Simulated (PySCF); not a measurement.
Compound: C4H10NSi2 (doublet state).
Z-matrix (Å and degrees, GFN2-xTB geometry), rows numbered from 1:
```
C 
C   1  1.5227
Si  2  1.9157  1  112.53
C   3  1.9088  2  110.51  1   -65.31
Si  3  2.2875  2  110.65  1    58.24
C   3  1.8769  2  104.05  1  -177.10
N   6  1.1491  3  171.87  2  -120.66
H   1  1.0897  2  110.86  3   -59.07
H   1  1.0889  2  110.94  3  -179.17
H   1  1.0882  2  110.72  3    60.97
H   2  1.0917  1  109.09  3  -122.34
H   2  1.0915  1  109.18  3   121.90
H   4  1.0864  3  111.08  2    65.08
H   4  1.0861  3  111.08  2  -175.24
H   4  1.0869  3  111.67  2   -55.26
H   5  1.4656  3  120.62  2    46.97
H   5  1.4648  3  120.86  2  -175.57
```

The hyperfine couplings belong to this conformer and change with its torsions.

As a line formula: `CC[Si@@](C)([SiH2])C#N` [radical].

Method used: UKS B3LYP, pcH-1 on C H N Si, non-relativistic, mean-field spin-orbit, GIAO in PySCF 2.14.0. The structure is a single GFN2-xTB conformer in the gas phase; no vibrational or solvent corrections. The geometry wasn't refined by DFT: couplings that depend on bond lengths, twists or pyramidal angles can differ widely from those at the functional's own minimum, by a factor of two or more for some ions and for spin on atoms past the first row.

**Question.** Count the α and β electrons and give S(S+1).

**Answer.** Nα = 35, Nβ = 34 (69 in all), and S(S+1) = 0.75 for S = 1/2.

Mulliken spin populations, one withheld:

| atom | bound to | population |
| --- | --- | --- |
| C1 | C2, H8, H9, H10 | +0.0042 |
| C2 | C1, Si3, H11, H12 | -0.0059 |
| Si3 | C2, C4, Si5, C6 | +0.0437 |
| C4 | Si3, H13, H14, H15 | -0.0038 |
| Si5 | Si3, H16, H17 | ? |
| C6 | Si3, N7 | +0.0019 |
| N7 | C6 | +0.0238 |
| H8 | C1 | -0.0003 |
| H9 | C1 | +0.0013 |
| H10 | C1 | -0.0004 |
| H11 | C2 | -0.0008 |
| H12 | C2 | +0.0002 |
| H13 | C4 | +0.0004 |
| H14 | C4 | +0.0002 |
| H15 | C4 | -0.0006 |
| H16 | Si5 | -0.0233 |
| H17 | Si5 | -0.0243 |

**Question.** Complete the table.

**Answer.** The populations add up to Nα − Nβ = 1, and the others sum to 0.0163, so Si5 holds +0.984.

**Question.** How is the spin shared among the elements?

**Answer.** Silicon +1.03, nitrogen +0.02, carbon 0.00, hydrogen -0.05. The positive populations sum to 1.06, the negative ones to -0.06.

**Question.** With ⟨S²⟩ = 0.7527, find the sum of squared α–β overlaps and estimate the admixture of higher spin.

**Answer.** Σ|⟨iα|jβ⟩|² over occupied orbitals = Nβ − [⟨S²⟩ − S(S+1)] = 34 − 0.0027 = 33.9973. If the quartet state (S + 1) were the only admixture, its weight would be 0.0027/(2S + 2) = 0.09 %. For Kohn–Sham this describes the determinant of the orbitals, not the true wave function.

**Question.** What Fermi-contact NMR shifts do the couplings of C1, C2, Si3, C6, N7, H8/H9/H10, H11 imply at 298 K (Curie law, g = gₑ)?

**Answer.** δ = a_FC·h·gₑ μB S(S+1)/(3 g_N μN kT), with k/h = 20836.6 MHz/K:

```csv
nuclei,isotope,a_FC (MHz),g_N,contact shift (ppm)
C1,13C,4.79,1.4048,+505
C2,13C,-1.96,1.4048,-207
Si3,29Si,-26.78,-1.1106,+3570
C6,13C,37.45,1.4048,+3946
N7,14N,0.63,0.4038,+232
H8/H9/H10,1H,1.73,5.5857,+46
H11,1H,-0.62,5.5857,-17
```

The sign follows the spin density at the nucleus: positive density means a positive shift. Entries for several nuclei are means.

Nuclei that the bonding pattern makes equivalent are averaged, as if the motion that swaps them (rotation, inversion, ring flip) were fast.
